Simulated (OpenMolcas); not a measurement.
## Mn3+, Tc3+, Re3+: d4 down the group

```
Program             : OpenMolcas
Method              : SS-RASPT2, IPEA 0.25 Eh, imaginary shift 0.1 Eh
Basis               : ANO-RCC-VTZP
Scalar Hamiltonian  : DKH2, point nucleus
Spin-orbit coupling : state interaction with AMFI integrals over the reference wave functions, term energies averaged over their components
```

Active space for each ion: 4 electrons in 9 orbitals (RAS2 d s; RAS3 p, at most 2 electrons); closed shells correlated by CASPT2: Mn3+ 3s 3p; Tc3+ 4s 4p; Re3+ 5s 5p.

Computed levels in cm-1 above 5D0:

| Level | Mn3+ | Tc3+ | Re3+ |
| --- | --- | --- | --- |
| 5D1 | 110 | 367 | 3300 |
| 5D2 | 323 | 994 | 6380 |
| 5D3 | 629 | 1790 | 8870 |
| 5D4 | 1017 | 2700 | 10710 |
| 3P0(1) | 20910 | 14590 | 15440 |
| 3P1(1) | 21580 | 16460 | 20530 |
| 3H4 | 21860 | 16150 | 18450 |
| 3H5 | 22110 | 17040 | 22720 |
| 3H6 | 22370 | 17810 | 24760 |
| weight of 5D in the lowest level (%) | 100 | 97 | 67 |

Mixed levels, with the weight of the term that names them: Re3+ 5D0 (67 %), Re3+ 3P0(1) (57 %), Re3+ 3H4 (57 %).

Measured, with the error of the calculation in %. Measured levels: Mn3+ from Corliss and Sugar, J. Phys. Chem. Ref. Data 6, 1253 (1977); Re3+ from the list in Brasseur, Gamrath and Quinet, At. Data Nucl. Data Tables 157, 101636 (2024).

```csv
Level,Mn3+,Re3+
5D1,99.0 (+10.8),3084 (+7.1)
5D2,287 (+12.5),5979 (+6.8)
5D3,552 (+13.9),8350 (+6.2)
5D4,886 (+14.8),10121 (+5.8)
3P0(1),20654 (+1.2),
3P1(1),21279 (+1.4),19340 (+6.2)
3H4,21281 (+2.7),16946 (+8.9)
3H5,21475 (+2.9),20930 (+8.5)
3H6,21679 (+3.2),22896 (+8.2)
```

The fine-structure level 5D4 changes by a factor of 10.5 from Mn3+ to Re3+.

Without spin-orbit coupling 3P(1) lies 21510, 15890, 13210 cm-1 above 5D in that order; the difference to the level 3P0(1), of either sign, comes from spin-orbit coupling, which also lowers the zero.

Term energies are means over components that CASPT2 splits; among the terms shown or strongly mixed into the levels shown the widest spread is 200 cm-1 (5d4 1I, Re3+). Some high roots are left out of the spin-orbit mixing, which shifts the levels that they would mix with. Terms from blocks run as CI alone lack orbitals of their own. Measured partners are found by configuration, term and J. A level has none where our copy of the source lacks it or the pairing is in doubt (some pairs that miss far off the trend of their configuration count as doubtful), and it then counts in no deviation. Levels of configurations outside the active space are missing.

A number in round brackets counts repeated terms of one configuration in the order of the reference energies.
